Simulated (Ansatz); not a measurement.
The cluster Cu₁₂S, relaxed as a singlet with RKS r2SCAN-D4/def2-SVP in Ansatz, starting from the GFN2-xTB geometry. Force threshold 0.03 eV/Å.

Another isomer (singlet) lies 0.09 eV lower at PBE0-D4/def2-TZVP; other spin states weren't run for this one.

Start:

Cartesian coordinates in Å:
```
S 0.452 -0.198 -2.806
Cu -1.667 1.231 0.801
Cu -0.497 -2.414 0.397
Cu -1.100 1.071 -1.708
Cu -0.529 -2.144 -2.085
Cu 2.080 3.055 2.242
Cu 2.067 -0.095 -1.188
Cu -2.957 2.220 -0.933
Cu 0.161 1.736 2.459
Cu 2.521 1.153 0.893
Cu -0.526 -0.558 2.086
Cu -1.555 -3.972 -1.067
Cu 1.551 -1.086 0.909
```

| step | energy (eV) | largest force component (eV/Å) | SCF passes |
| --- | --- | --- | --- |
| 1 | -546451.2637 | 1.178 | 42 |
| 2 | -546452.5202 | 0.830 | 38 |
| 3 | -546453.2296 | 0.544 | 38 |
| 4 | -546453.7985 | 0.419 | 33 |
| 5 | -546454.3205 | 0.435 | 33 |
| 6 | -546454.6564 | 0.258 | 34 |
| 7 | -546454.8398 | 0.292 | 32 |
| 8 | -546455.0487 | 0.457 | 34 |
| 9 | -546455.2933 | 0.498 | 34 |
| 10 | -546455.4862 | 0.197 | 34 |
| 11 | -546455.6562 | 0.394 | 34 |
| 13 | -546456.2062 | 0.438 | 32 |
| 15 | -546456.7207 | 0.286 | 34 |
| 17 | -546456.8343 | 0.092 | 33 |
| 19 | -546456.9319 | 0.236 | 36 |
| 21 | -546457.0916 | 0.197 | 36 |
| 23 | -546457.1839 | 0.170 | 33 |
| 25 | -546457.2170 | 0.258 | 34 |
| 27 | -546457.2298 | 0.044 | 28 |
| 29 | -546457.2310 | 0.014 | 29 |
| 30 | -546457.2316 | 0.013 | 28 |

Force components are those of the run's own axes.

End:

```xyz
13

S     0.419   -0.274   -3.294
Cu   -0.059    1.164    0.442
Cu   -1.567   -0.854   -0.358
Cu   -0.901    0.809   -1.845
Cu    0.020   -1.838   -1.725
Cu    1.186    2.722    1.791
Cu    1.417    0.143   -1.330
Cu   -2.332    1.273    0.153
Cu    0.742    0.552    2.581
Cu    2.259    0.858    0.758
Cu   -1.201   -0.548    1.893
Cu   -0.757   -2.902    0.304
Cu    0.774   -1.106    0.632
```

Bonds formed: Cu2–Cu3, Cu2–Cu6, Cu2–Cu7, Cu2–Cu10, Cu2–Cu13, Cu3–Cu4, Cu3–Cu8, Cu5–Cu13 (atoms count from 1). Metal–metal contacts that move far: Cu5–Cu7 3.43 to 2.46 Å, Cu4–Cu7 3.42 to 2.47 Å.

The force fell under the threshold at step 28, but the optimiser went on. No frequencies were taken in this run, so the end may be a saddle point.

Run time 2.3 min (2 threads of AMD EPYC 7R13 on a shared host and a share (18 GiB) of an NVIDIA H100 80GB HBM3), peak host memory 1.2 GiB.
